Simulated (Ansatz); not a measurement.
A run for Ansatz (a quantum-chemistry and plane-wave program): R-SVWN5/def2-TZVPP on GaH2IO2 (SMILES [OH][Ga]([OH])[I]), a point of a torsion scan. Elements past Kr take the def2 small-core potentials; no spin–orbit coupling.

Ansatz 0.2 input:
```yaml
crystal:
  periodic: [false, false, false]
  atoms:
    - {symbol: O, position_ang: [-0.86377452, -1.19216455, 0.32393704]}
    - {symbol: Ga, position_ang: [0.01302590, 0.25721292, -0.04018011]}
    - {symbol: O, position_ang: [1.70657011, 0.35549850, 0.31024876]}
    - {symbol: I, position_ang: [-1.11358905, 2.36300511, -0.68749152]}
    - {symbol: H, position_ang: [-1.46313842, -1.71342317, -0.20386394]}
    - {symbol: H, position_ang: [2.18815955, -0.40328867, 0.63904070]}
basis:
  gaussian:
    orbitals: def2-TZVPP
hamiltonian:
  xc: {name: SVWN5}
scf: {lower_state_search: off}
```

**Question.** Predict the final total energy.

**Answer.** -2369.9076 hartree.
